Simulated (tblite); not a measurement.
Compound: C₆H₁₂OSi.
Structure used (GFN2-xTB), in Å, numbered top down from 1:
```xyz
20
C6H12OSi angstrom
C     -3.6323   -0.1767    0.4821
C     -2.6515   -0.7204   -0.2118
C     -1.9177   -0.0355   -1.3222
O     -0.5305   -0.1154   -1.1557
Si     0.3590    0.5996   -0.0055
C      2.1037   -0.0099   -0.3482
C      2.4064   -0.8779   -1.3032
C      3.1548    0.5559    0.5553
H     -3.9845    0.8210    0.2777
H     -4.1326   -0.7076    1.2737
H     -2.2964   -1.7182    0.0052
H     -2.1459   -0.5317   -2.2748
H     -2.2292    1.0132   -1.3912
H     -0.0823    0.2281    1.3472
H      0.2644    2.0641   -0.1120
H      1.6499   -1.2845   -1.9519
H      3.4185   -1.2158   -1.4761
H      3.1650    1.6421    0.4821
H      2.9318    0.3035    1.5908
H      4.1443    0.1769    0.3063
```

Method: GFN2-xTB as coded in tblite; computed harmonic values from a numerical Hessian at the method's own geometry, unscaled. Against measured fundamentals such values can be off by several per cent, at times by over 20. Modes of hydrogen on silicon can be 10 to 20 % off. One conformer, not necessarily the lowest.

Harmonic wavenumbers (cm⁻¹): 25.3, 43.5, 50.0, 86.9, 108.1, 137.0, 219.6, 273.9, 320.2, 344.0, 392.1, 436.7, 540.4, 608.8, 636.1, 655.2, 689.9, 763.7, 803.0, 829.7, 898.6, 911.5, 921.5, 967.3, 975.0, 1016.7, 1021.8, 1041.8, 1121.4, 1145.2, 1223.5, 1229.2, 1267.2, 1323.3, 1399.7, 1411.6, 1418.1, 1466.9, 1485.4, 1495.3, 1690.4, 1718.8, 2165.4, 2208.9, 2891.8, 2912.7, 3005.2, 3017.3, 3022.9, 3057.3, 3073.7, 3101.1, 3122.1, 3129.4.

A = 4306, B = 758.2, C = 695.3 MHz; mass 128.066 u (most abundant isotopes); point group C1, symmetry number 1.

Question: What is the zero-point energy?

Answer: ½Σν̃ = 34911 cm⁻¹ = 417.63 kJ/mol.

Question: Entropy at 298.15 K, 1 bar (ideal gas, RRHO, classical rotation)?

Answer: Translation 169.37, rotation 122.75, vibration 157.84: S = 450.0 J/(mol K).

Question: And Cp and H(298.15 K) − H(0)?

Answer: Cp = 172.96 J/(mol K), of which vibrations give 139.70 (their classical limit is 54 R = 449.0); H(298.15 K) − H(0) = 32.26 kJ/mol without the zero-point energy, 22.35 from vibrations.

Question: How do the functions run with temperature in this model?

Answer: 
```json
{"T (K)": "100", "S (J/(mol K))": "316.0", "Cp (J/(mol K))": "89.5", "H − H(0) (kJ/mol)": "6.49", "G − H(0) (kJ/mol)": "-25.11", "ln q(vib)": "3.43"}
{"T (K)": "200", "S (J/(mol K))": "390.2", "Cp (J/(mol K))": "129.7", "H − H(0) (kJ/mol)": "17.43", "G − H(0) (kJ/mol)": "-60.61", "ln q(vib)": "6.91"}
{"T (K)": "300", "S (J/(mol K))": "451.0", "Cp (J/(mol K))": "173.8", "H − H(0) (kJ/mol)": "32.59", "G − H(0) (kJ/mol)": "-102.73", "ln q(vib)": "10.03"}
{"T (K)": "500", "S (J/(mol K))": "559.2", "Cp (J/(mol K))": "252.3", "H − H(0) (kJ/mol)": "75.58", "G − H(0) (kJ/mol)": "-203.99", "ln q(vib)": "15.87"}
{"T (K)": "800", "S (J/(mol K))": "695.9", "Cp (J/(mol K))": "329.0", "H − H(0) (kJ/mol)": "163.76", "G − H(0) (kJ/mol)": "-392.95", "ln q(vib)": "23.99"}
{"T (K)": "1000", "S (J/(mol K))": "773.1", "Cp (J/(mol K))": "362.7", "H − H(0) (kJ/mol)": "233.10", "G − H(0) (kJ/mol)": "-540.01", "ln q(vib)": "28.97"}
```

q(vib) and H(0) count from the zero-point level.

Question: What must be added to the electronic energy to get the Gibbs energy at 298.15 K and 1 bar?

Answer: ZPE + [H(298.15 K) − H(0)] − T·S = 417.63 + 32.26 − 134.16 = 315.73 kJ/mol.

Question: Which modes carry the vibrational entropy at 298.15 K?

Answer: 25.3 cm⁻¹: 25.80; 43.5 cm⁻¹: 21.31; 50.0 cm⁻¹: 20.16; 86.9 cm⁻¹: 15.60; 108.1 cm⁻¹: 13.82; 137.0 cm⁻¹: 11.90 J/(mol K); the other 48 give 49.25 together.

Hindered rotation and anharmonicity are outside this model. Other conformers, if any are populated, would add a mixing term that is left out. The structure is chiral; the term R ln 2 for an equal mix with its mirror image is left out.
